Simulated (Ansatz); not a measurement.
Geometry optimisation, RKS BLYP/def2-SVP in Ansatz.

Input file:

```yaml
crystal:
  periodic: [false, false, false]
  atoms:
    - { symbol: Sn, position_ang: [0.0, 0.0, 0.0] }
    - { symbol: O, position_ang: [0.0, 0.0, 2.31] }
    - { symbol: H, position_ang: [-0.9095, -0.2814, 2.6471] }
    - { symbol: O, position_ang: [1.8483, 0.0, -0.6527] }
    - { symbol: H, position_ang: [2.1646, -0.9521, -0.7693] }
    - { symbol: Cl, position_ang: [-1.1351, 1.9666, -0.8025] }
    - { symbol: Cl, position_ang: [-1.1351, -1.9666, -0.8025] }
    - { symbol: P, position_ang: [1.0347, 2.4062, 0.8703] }
    - { symbol: H, position_ang: [2.1468, 2.1645, 1.7195] }
    - { symbol: H, position_ang: [1.4523, 3.1749, -0.2482] }
    - { symbol: H, position_ang: [0.5254, 1.222, 2.0913] }
basis:
  gaussian: { orbitals: def2-SVP }
hamiltonian:
  xc: blyp
relax:
  f_tol: 0.15
  max_steps: 25
  restrain:
    - { distance: [0, 7], at: 2.46, k: 30.0 }
    - { distance: [10, 1], at: 1.01, k: 30.0 }
    - { distance: [0, 1], at: 3.16, k: 30.0 }
    - { distance: [10, 7], at: 2.62, k: 30.0 }
output:
  orbitals: {}
```

Run as:

```bash
$ ansatz run input.yaml --threads 4 --pin off --max-ram 5120MiB --backend cpu --events-out ev --progress --plain --runs-dir out
```

Where does it end, and by what steps?

It converged. The restraints hold the end off the free minimum; the threshold counts their pulls, which the force column leaves out. Restrained pairs: Sn1–P8 (2.76 → 2.48 Å), O2–H11 (1.35 → 0.99 Å), Sn1–O2 (2.31 → 3.16 Å), P8–H11 (1.78 → 2.62 Å). After 22 steps the energy has fallen by 3.730 eV (the restraints' own energy left out); Cl6 moved furthest, 1.88 Å.

```
step  energy less start (eV)  largest force component (eV/Å)  accepted
   0                  0.0000                           2.456       yes
   1                 -0.1237                           3.907       yes
   2                 -0.5030                           4.764       yes
   3                 -1.2610                           3.792       yes
   4                 -2.3084                           1.812       yes
   5                 -2.8259                           1.309       yes
   6                 -3.0499                           1.184       yes
   7                 -3.2241                           0.700       yes
   8                 -3.3751                           0.676       yes
   9                 -3.4926                           0.986       yes
  10                 -3.5607                           1.190       yes
  11                 -3.6029                           1.103       yes
  12                 -3.6164                           1.290       yes
  13                 -3.6169                           1.429       yes
  14                 -3.6832                           0.650       yes
  15                 -3.7028                           0.609       yes
  16                 -3.6945                           0.959        no
  17                 -3.7082                           0.622       yes
  18                 -3.7209                           0.612       yes
  19                 -3.7272                           0.646       yes
  20                 -3.7247                           0.612        no
  21                 -3.7289                           0.606       yes
  22                 -3.7298                           0.662       yes
```

```xyz
11
Properties=species:S:1:pos:R:3
Sn 0.266 0.654 -0.347
O 0.535 -0.131 2.698
H -0.227 -0.694 2.431
O 1.888 -0.486 -0.667
H 1.731 -1.069 -1.438
Cl -0.460 1.482 -2.485
Cl -1.565 -0.798 0.301
P 0.707 2.495 1.258
H 2.094 2.122 1.340
H 0.938 3.477 0.226
H 0.086 0.681 3.047
```

The run took 36 s on 4 threads of AMD EPYC 7B13 (Zen 3), with other jobs on the host, peak memory 0.22 GiB.
